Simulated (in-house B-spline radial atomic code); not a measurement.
Configurations of Ba²⁺, with energies counted from [Kr] 4d10 5s2 5p6. Computed with a radial B-spline atomic code at the basis-set limit: Dirac-Hartree-Fock, average of configuration, Fermi nucleus of rms radius 4.8378 fm. Energies include first-order Breit, QED and recoil terms.

Occupations are held fixed; configurations that lie above the ionisation limit could autoionise.

```csv
configuration,E - E(ref) (eV),highest orbital,its <r> (bohr)
[Kr] 4d10 5s2 5p5 6s1,19.426,6s1/2,3.94
[Kr] 4d10 5s2 5p5 6g1,32.173,6g7/2,14.62
[Kr] 4d10 5s2 5p5 7g1,33.076,7g7/2,21.11
[Kr] 4d10 4f1 5s1 5p6,41.167,4f7/2,1.495
[Kr] 4d9 5s2 5p6 6g1,108.91,6g7/2,14.62
[Kr] 4d9 5s2 5p6 7f1,109.01,7f7/2,16.51
[Kr] 4d9 5s2 5p6 9g1,110.81,9g7/2,37.08
[Ar] 3d10 4s2 4p5 4d10 5s2 5p6 6g1,213,6g7/2,14.62
[Ar] 3d9 4s2 4p6 4d10 4f1 5s2 5p6,790.86,4f7/2,1.166
[Ar] 3d9 4s2 4p6 4d10 5s2 5p6 7s1,800.46,7s1/2,7.196
[Ar] 3d9 4s2 4p6 4d10 5s2 5p6 7p1,801.83,7p3/2,8.294
[Ar] 3d9 4s2 4p6 4d10 5s2 5p6 6f1,804.33,6f7/2,10.8
```

Question: Order these further configurations by energy, lowest first.
A. [Kr] 4d9 5s2 5p6 8s1
B. [Ar] 3d10 4s2 4p5 4d10 5s2 5p6 6s1
C. [Kr] 4d10 5s2 5p5 9g1
D. [Kr] 4d10 5s1 5p6 7d1
E. [Kr] 4d9 5s2 5p6 5g1

Answer: C (34.065 eV), D (49.266 eV), A (106.97 eV), E (107.42 eV), B (199.91 eV).

Question: How far above the reference does [Kr] 4d10 5s1 5p6 9p1 lie?

Answer: 51.281 eV; its least bound orbital is 9p3/2 with <r> = 18.8 bohr.

Question: How far above the reference does [Ar] 3d9 4s2 4p6 4d10 5s2 5p6 8f1 lie?

Answer: 806.66 eV; its least bound orbital is 8f7/2 with <r> = 22.93 bohr.

Question: How far above the reference does [Ar] 3d10 4s2 4p5 4d10 5s2 5p6 5f1 lie?

Answer: 209.01 eV; its least bound orbital is 5f7/2 with <r> = 6.278 bohr.

Question: One of these lies 27.07 eV from the reference. Which?
A. [Kr] 4d9 5s2 5p6 7g1
B. [Ar] 3d9 4s2 4p6 4d10 5s2 5p6 5f1
C. [Kr] 4d10 5s2 5p5 7s1
D. [Ar] 3d9 4s2 4p6 4d10 5s2 5p6 8p1

Answer: C.
